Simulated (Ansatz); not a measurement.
C$_{8}$H$_{7}$ClO (`Cc1ccc(C(=O)Cl)cc1`). Charge 0, multiplicity 1. The geometry is a stationary point of PBE0-D4/def2-TZVP. It is one conformer, not always the lowest.

```xyz
17

C    -2.052    1.750   -0.493
C    -0.927    0.805   -0.216
C    -0.772    0.238    1.050
C     0.250   -0.650    1.309
C     1.152   -0.995    0.301
C     2.216   -1.948    0.662
O     2.373   -2.445    1.726
Cl    3.346   -2.361   -0.664
C     1.009   -0.435   -0.963
C    -0.021    0.455   -1.212
H    -3.003    1.212   -0.549
H    -1.910    2.276   -1.438
H    -2.149    2.492    0.303
H    -1.466    0.502    1.841
H     0.371   -1.089    2.292
H     1.706   -0.695   -1.748
H    -0.122    0.888   -2.201
```

Question: What is the dipole moment at PBE/def2-TZVPP? (An estimate is asked.)

Answer: Ansatz gave: 4.50 D, with components (-3.24, 2.89, -1.19) D in this frame, pointing from negative to positive charge.

Question: And with r2SCAN, B3LYP, ωB97M-V? (Estimate.)

Answer: The calculation gave: r2SCAN 4.68 D, B3LYP 4.56 D, ωB97M-V 4.40 D.

Question: Give the Mulliken charges with PBE, ωB97M-V, r2SCAN in def2-TZVPP. (An estimate is asked.)

Answer: Computed: 
```
atom    PBE  ωB97M-V  r2SCAN
  C1  -0.23    -0.29   -0.13
  C2   0.08     0.02    0.09
  C3  -0.14    -0.11   -0.13
  C4  -0.11    -0.10   -0.08
  C5  -0.04    -0.07   -0.07
  C6   0.22     0.23    0.30
  O7  -0.17    -0.23   -0.25
 Cl8  -0.12    -0.09   -0.14
  C9  -0.10    -0.10   -0.09
 C10  -0.12    -0.11   -0.10
 H11   0.10     0.12    0.07
 H12   0.08     0.10    0.05
 H13   0.09     0.12    0.06
 H14   0.11     0.12    0.09
 H15   0.13     0.14    0.13
 H16   0.10     0.13    0.11
 H17   0.11     0.12    0.09
```

B3LYP here is the variant with VWN-RPA as its local correlation; programs differ in this.
